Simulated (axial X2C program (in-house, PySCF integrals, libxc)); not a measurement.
InB along the bond: B3LYP, 2c

Calculated with an axial X2C code built on PySCF integrals. Two-component (2c) means X2C with spin–orbit coupling and atomic mean-field two-electron Coulomb and Gaunt terms. Basis: In dyall-cv3z [11s12p9d4f1g], B dyall-v3z [7s6p2d1f] (cores contracted in-house); Gaussian nuclei, density fitting, unrestricted open shells. Masses: In 114.904 u, B 11.009 u.

State: Ω = 1 (⟨Sz⟩ = 0.98, ⟨Lz⟩ = 0.02 at B3LYP). Dipoles are positive if B is the positive end.

Results along the bond:

| R (Å) | μ (D) | HOMO (eV) | LUMO (eV) |
| --- | --- | --- | --- |
| 1.931 | -1.813 | -5.47 | -3.30 |
| 2.020 | -1.944 | -5.33 | -3.34 |
| 2.087 | -2.051 | -5.22 | -3.36 |
| 2.153 | -2.162 | -5.13 | -3.37 |
| 2.220 | -2.277 | -5.03 | -3.37 |
| 2.298 | -2.412 | -4.93 | -3.36 |
| 2.375 | -2.540 | -4.84 | -3.33 |

Density functionals use the spin component along the axis (collinear). The state is one determinant with fixed occupations, lowest in a PBE0 search at one distance only: followed along the bond, the spin-free determinant M_S = 1, Λ = 1 reaches 0.02 eV lower at PBE0, at Re = 2.419 Å, so the state shown is not the lowest. With several unpaired electrons one determinant need not be a pure state. Open-shell Ω = 0 determinants with evenly filled partner blocks cannot be reached by this program, so the Ω shown need not be the lowest component. This is the Ω = 1 component of a π² triplet; the 0⁺ component is not one determinant and can lie lowest. Some points did not converge and are left out.
